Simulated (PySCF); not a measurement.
Compound: C₄H₇N₃Si.
Geometry (PBE0-D3(BJ)/def2-SVP, Å), atoms numbered from 1 in this order:
```
atom  x, y, z in Å
C1    -2.6303    0.1537    0.5173
C2    -1.2910   -0.3566    0.0997
C3    -0.1307    0.4161    0.1521
C4     1.0403   -0.2057   -0.2593
Si5    2.7640    0.5830   -0.2926
N6     1.0182   -1.4853   -0.6783
N7    -0.0996   -2.1578   -0.7077
N8    -1.2343   -1.6214   -0.3333
H9    -2.6653    0.2895    1.6098
H10   -3.4027   -0.5703    0.2303
H11   -2.8460    1.1292    0.0567
H12   -0.1467    1.4540    0.4960
H13    3.6503   -0.1420    0.6612
H14    2.6349    2.0124    0.1234
H15    3.3159    0.5009   -1.6734
```

Computed with PySCF at PBE0/pcSseg-1 and PBE0/def2-SVPD, non-relativistic, on one gas-phase PBE0-D3(BJ)/def2-SVP geometry that isn't relaxed in the solvent. The solvent is an IEF-PCM continuum (van der Waals radii × 1.2). The model holds no explicit solvent molecules, cavitation or dispersion.

Gas phase at PBE0/pcSseg-1: HOMO -7.26 eV, LUMO -1.97 eV, dipole 5.02 D.

Problem. What does the continuum do to the energy, the frontier levels and the dipole at PBE0/pcSseg-1 in cyclohexane and acetonitrile?

Solution. 
```tsv
solvent	ε	E(solvent) − E(gas) (kcal/mol)	polarisation term (kcal/mol)	distortion of the solute (kcal/mol)	HOMO (eV)	LUMO (eV)	dipole (D)
cyclohexane	2.017	-3.27	-3.61	0.34	-7.37	-1.96	5.73
acetonitrile	35.69	-8.78	-11.44	2.66	-7.58	-1.97	7.03
```

Polarisation term: ½ Σ q·V over the induced surface charges. Distortion: the rise of the solute's own energy as its density leaves the gas-phase optimum. From cyclohexane to acetonitrile the lowering changes by a factor 2.69, Onsager's factor (ε − 1)/(2ε + 1) by 2.37 and ε itself by 17.7.

Problem. Which radius a makes the point-dipole formula ΔE = −[(ε − 1)/(2ε + 1)]·μ²/a³ give the value in acetonitrile, with the gas-phase dipole?

Solution. μ = 1.976 au and |ΔE| = 0.01400 Eh give a = 2.71 Å; the farthest nucleus lies 3.75 Å from the centroid of the nuclei, so such a sphere wouldn't even hold the nuclei. The formula assumes a rigid point dipole at the centre of a sphere.

Problem. Give the dipole vector in the frame of the coordinates (D, pointing from negative to positive charge), gas and acetonitrile.

Solution. Gas (-0.69, 4.67, 1.72), solvent (-0.92, 6.54, 2.40). Its length changes by +40 % and its direction by less than 1°.

Problem. Which Hirshfeld charges (PBE0/pcSseg-1) respond most in acetonitrile (means over atoms taken as equivalent)?

Solution. 
```
     atoms                  environment  gas (e)  solvent (e)  change
        N7       pyridine-type nitrogen   -0.039       -0.084  -0.045
        N8       pyridine-type nitrogen   -0.105       -0.133  -0.028
        N6       pyridine-type nitrogen   -0.105       -0.133  -0.028
        C3           aromatic CH carbon   -0.041       -0.017  +0.024
       H12            aromatic hydrogen   +0.062       +0.084  +0.022
        C2  substituted aromatic carbon   +0.081       +0.093  +0.012
        C4  substituted aromatic carbon   -0.027       -0.020  +0.007
H9/H10/H11              methyl hydrogen   +0.056       +0.062  +0.006
```

Problem. Which Mayer bond orders change most in acetonitrile?

Solution. 
```
   bond  length (Å)    gas  solvent  change
 C4–Si5       1.896  0.859    0.846  -0.013
  N8–C2       1.338  1.414    1.401  -0.013
  C4–N6       1.347  1.314    1.302  -0.012
Si5–H14       1.494  0.931    0.943  +0.012
  C3–C4       1.388  1.358    1.368  +0.010
 C1–H11       1.100  0.951    0.943  -0.008
  C1–H9       1.102  0.940    0.932  -0.008
  C1–C2       1.493  1.061    1.068  +0.007
```

Problem. How do the nuclear quadrupole coupling constants eQVzz/h respond in acetonitrile?

Solution. 
| nucleus | Q (barn) | gas (MHz) | solvent (MHz) | η gas | η solvent |
| --- | --- | --- | --- | --- | --- |
| 14N at N6 | 0.02044 | -5.98 | -5.79 | 0.17 | 0.13 |
| 14N at N7 | 0.02044 | -6.49 | -6.18 | 0.11 | 0.07 |
| 14N at N8 | 0.02044 | -5.87 | -5.68 | 0.16 | 0.12 |

Gas phase at PBE0/def2-SVPD: HOMO -7.18 eV, LUMO -2.00 eV, dipole 4.94 D.

Problem. What does the continuum do to the energy, the frontier levels and the dipole at PBE0/def2-SVPD in acetonitrile?

Solution. 
```csv
solvent,ε,E(solvent) − E(gas) (kcal/mol),polarisation term (kcal/mol),distortion of the solute (kcal/mol),HOMO (eV),LUMO (eV),dipole (D)
acetonitrile,35.69,-8.46,-11.36,2.90,-7.53,-2.02,7.11
```

Problem. How does the static polarisability (PBE0/def2-SVPD, frozen core, with the continuum's full static response) change?

Solution. 
```json
{"medium": "gas", "isotropic (au)": "95.0", "principal values (au)": "65.4, 94.5, 125.0", "⟨r²⟩ of the electrons (bohr²)": "1281.1"}
{"medium": "acetonitrile", "isotropic (au)": "129.8", "principal values (au)": "90.2, 135.5, 163.6", "⟨r²⟩ of the electrons (bohr²)": "1281.1"}
```

The isotropic value in acetonitrile is 1.37 times the gas-phase one; no cavity-field correction is applied. ⟨r²⟩ is taken about the centre of nuclear charge.
